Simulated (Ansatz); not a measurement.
Geometry optimisation, RKS r2SCANh/def2-SVP (Ansatz 0.2.0).

input.yaml

```yaml
crystal:
  periodic: [false, false, false]
  atoms:
    - { symbol: Ga, position_ang: [-1.0516, 0.5396, -0.4946] }
    - { symbol: H, position_ang: [0.8387, 1.1084, -0.9165] }
    - { symbol: H, position_ang: [-1.5974, 0.0079, -1.8275] }
    - { symbol: H, position_ang: [-1.715, 1.6369, 0.3522] }
    - { symbol: H, position_ang: [0.691, 0.3603, -0.2913] }
    - { symbol: C, position_ang: [0.5308, -0.7106, 0.6079] }
    - { symbol: H, position_ang: [1.0693, -0.165, 1.3935] }
    - { symbol: H, position_ang: [-0.0185, -1.493, 1.1636] }
    - { symbol: H, position_ang: [1.2527, -1.2845, 0.0126] }
basis:
  gaussian: { orbitals: def2-SVP }
hamiltonian:
  xc: r2scanh
relax:
  f_tol: 0.15
  max_steps: 25
  restrain:
    - { distance: [0, 5], at: 3.28, k: 30.0 }
    - { distance: [4, 1], at: 1.92, k: 30.0 }
    - { distance: [0, 1], at: 1.53, k: 30.0 }
    - { distance: [4, 5], at: 1.07, k: 30.0 }
```

Launched with:

```bash
$ ansatz run input.yaml --threads 2 --pin off --max-ram 3072MiB --backend cpu --events-out ev --progress --plain --runs-dir out
```

Task: Where does it end, and by what steps?

Result: It converged. The restraints hold the end off the free minimum. After 9 steps the energy has fallen by 1.876 eV (the restraints' own energy left out); Ga1 moved furthest, 0.70 Å. Parted: Ga1–H5, Ga1–C6. Joined: Ga1–H2, H5–C6.

```json
{"step": "0", "energy less start (eV)": "0.0000", "largest force component (eV/Å)": "1.406", "accepted": "yes"}
{"step": "1", "energy less start (eV)": "0.0286", "largest force component (eV/Å)": "2.496", "accepted": "yes"}
{"step": "2", "energy less start (eV)": "-0.5145", "largest force component (eV/Å)": "2.489", "accepted": "yes"}
{"step": "3", "energy less start (eV)": "-0.9902", "largest force component (eV/Å)": "2.060", "accepted": "yes"}
{"step": "4", "energy less start (eV)": "-1.6578", "largest force component (eV/Å)": "0.731", "accepted": "yes"}
{"step": "5", "energy less start (eV)": "-1.8468", "largest force component (eV/Å)": "0.331", "accepted": "yes"}
{"step": "6", "energy less start (eV)": "-1.8610", "largest force component (eV/Å)": "0.400", "accepted": "yes"}
{"step": "7", "energy less start (eV)": "-1.8789", "largest force component (eV/Å)": "0.396", "accepted": "no"}
{"step": "8", "energy less start (eV)": "-1.8699", "largest force component (eV/Å)": "0.422", "accepted": "yes"}
{"step": "9", "energy less start (eV)": "-1.8755", "largest force component (eV/Å)": "0.349", "accepted": "yes"}
```

```xyz
9
Properties=species:S:1:pos:R:3
Ga -1.143 1.069 -0.941
H 0.343 1.409 -1.162
H -1.853 0.044 -1.883
H -1.919 1.724 0.244
H 0.840 -0.002 0.063
C 0.910 -0.847 0.746
H 1.353 -0.504 1.688
H -0.078 -1.278 0.951
H 1.548 -1.614 0.293
```

Whether the end is a true minimum wasn't checked by a vibrational analysis.

Run time: 20 s on 2 threads of Arm Neoverse V2, on a shared host, peak memory 0.17 GiB.
